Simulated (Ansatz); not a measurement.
C23H26F6INO4S2⁻, that is bis(4-tert-butylphenyl)iodonium cyclic bis(sulfonyl)imide with one electron more. Total charge -1; doublet. Geometry PBE-D4/def2-SVP, that of the neutral singlet; atoms count from 1.

Cartesian coordinates in Å:
```
C 2.681 -1.398 4.813
C 1.864 -0.094 4.766
C 1.547 0.360 6.210
C 2.713 0.981 4.049
C 0.537 -0.283 4.020
C 0.100 -1.548 3.581
C -1.090 -1.711 2.860
C -1.847 -0.567 2.604
I -3.547 -0.779 1.339
C -2.831 -0.479 -0.656
C -2.287 -1.563 -1.352
C -1.909 -1.343 -2.681
C -2.043 -0.080 -3.301
C -1.644 0.103 -4.775
C -0.214 -0.429 -5.023
C -1.685 1.581 -5.203
C -2.649 -0.697 -5.638
C -2.567 0.977 -2.532
C -2.965 0.798 -1.200
C -1.480 0.715 3.026
C -0.284 0.833 3.743
H 2.160 -2.201 5.373
H 3.643 -1.211 5.330
H 2.908 -1.758 3.790
H 2.489 0.515 6.774
H 0.944 -0.399 6.749
H 0.985 1.316 6.225
H 2.903 0.695 2.998
H 2.215 1.970 4.033
H 3.680 1.098 4.579
H 0.718 -2.438 3.751
H -1.371 -2.699 2.473
H -2.122 -2.540 -0.880
H -1.471 -2.186 -3.235
H 0.530 0.118 -4.416
H 0.047 -0.306 -6.094
H -0.117 -1.506 -4.782
H -1.364 1.670 -6.260
H -2.705 2.010 -5.133
H -1.000 2.199 -4.590
H -3.686 -0.332 -5.488
H -2.631 -1.778 -5.391
H -2.399 -0.591 -6.714
H -2.655 1.985 -2.956
H -3.337 1.647 -0.614
H -2.060 1.607 2.758
H 0.035 1.839 4.049
O -0.835 2.341 0.237
S 0.420 1.559 0.353
O 1.446 1.980 1.333
N -0.004 -0.016 0.342
S 1.133 -1.183 0.342
O 0.421 -2.475 0.195
O 2.231 -1.068 1.331
C 1.978 -0.861 -1.327
F 3.073 -1.644 -1.434
F 1.106 -1.197 -2.310
C 2.413 0.624 -1.518
F 3.423 0.887 -0.661
F 2.886 0.749 -2.797
C 1.306 1.705 -1.323
F 1.876 2.924 -1.422
F 0.386 1.576 -2.316
```

In the def2 sets I takes a core potential; there is no spin–orbit coupling. Single mean-field runs in def2-SVP are fitted with def2-universal-jkfit. The highest occupied level of the charge -1 doublet lies above zero (up to 0.06 eV). By energy differences its removal costs 1.26 eV (vertical, to the charge 0 singlet, at PBE0-D4/def2-SVP); self-interaction error and the lack of diffuse functions both raise the level. In the doublet geometry the species has come apart into loosely held pieces.

(1) Estimate the Mulliken populations of the heavy atoms from the PBE0/def2-SVP orbitals of Ansatz.

(2) Where does the spin sit?

(3) And the Mayer bond orders between bonded heavy atoms (over 0.3)?

## Answers

(1) 
| atom | charge (e) | spin (α − β) |
| --- | --- | --- |
| C1 | 0.01 | 0.00 |
| C2 | -0.38 | -0.01 |
| C3 | 0.02 | 0.00 |
| C4 | 0.01 | 0.00 |
| C5 | 0.08 | 0.13 |
| C6 | -0.06 | -0.05 |
| C7 | 0.02 | 0.08 |
| C8 | -0.20 | 0.14 |
| I9 | 0.31 | 0.26 |
| C10 | -0.23 | 0.37 |
| C11 | 0.04 | -0.01 |
| C12 | -0.06 | 0.01 |
| C13 | 0.08 | 0.02 |
| C14 | -0.39 | 0.00 |
| C15 | 0.01 | 0.00 |
| C16 | 0.02 | 0.00 |
| C17 | 0.02 | 0.00 |
| C18 | -0.07 | 0.01 |
| C19 | 0.06 | -0.01 |
| C20 | 0.00 | 0.07 |
| C21 | -0.05 | -0.05 |
| O48 | -0.48 | 0.00 |
| S49 | 0.86 | 0.00 |
| O50 | -0.46 | 0.00 |
| N51 | -0.53 | 0.00 |
| S52 | 0.87 | 0.00 |
| O53 | -0.48 | 0.00 |
| O54 | -0.46 | 0.00 |
| C55 | 0.34 | 0.00 |
| F56 | -0.19 | 0.00 |
| F57 | -0.18 | 0.00 |
| C58 | 0.33 | 0.00 |
| F59 | -0.18 | 0.00 |
| F60 | -0.21 | 0.00 |
| C61 | 0.34 | 0.00 |
| F62 | -0.19 | 0.00 |
| F63 | -0.18 | 0.00 |
Mulliken values and Mayer orders depend strongly on the basis.

(2) Summed by element: C 0.68, I 0.26, H 0.06, O 0.00, S 0.00, N 0.00, F 0.00, of 1 unpaired in all. Largest on single atoms: C10 0.37, I9 0.26, C8 0.14.

(3) C1–C2 1.07 (1.54 Å); C2–C3 1.02 (1.55 Å); C2–C4 1.04 (1.55 Å); C2–C5 0.93 (1.53 Å); C5–C6 1.41 (1.41 Å); C5–C21 1.35 (1.41 Å); C6–C7 1.41 (1.40 Å); C7–C8 1.35 (1.40 Å); C8–I9 0.88 (2.13 Å); C8–C20 1.33 (1.40 Å); I9–C10 0.56 (2.14 Å); C10–C11 1.37 (1.40 Å); C10–C19 1.39 (1.39 Å); C11–C12 1.44 (1.40 Å); C12–C13 1.36 (1.41 Å); C13–C14 0.93 (1.54 Å); C13–C18 1.43 (1.41 Å); C14–C15 1.04 (1.55 Å); C14–C16 1.07 (1.54 Å); C14–C17 1.03 (1.55 Å); C18–C19 1.39 (1.40 Å); C20–C21 1.44 (1.40 Å); O48–S49 1.63 (1.48 Å); S49–O50 1.62 (1.48 Å); S49–N51 1.10 (1.63 Å); S49–C61 0.71 (1.90 Å); N51–S52 1.11 (1.63 Å); S52–O53 1.63 (1.48 Å); S52–O54 1.60 (1.48 Å); S52–C55 0.71 (1.90 Å); C55–F56 1.07 (1.35 Å); C55–F57 1.04 (1.36 Å); C55–C58 0.86 (1.56 Å); C58–F59 1.09 (1.35 Å); C58–F60 1.02 (1.37 Å); C58–C61 0.85 (1.56 Å); C61–F62 1.07 (1.35 Å); C61–F63 1.04 (1.36 Å).
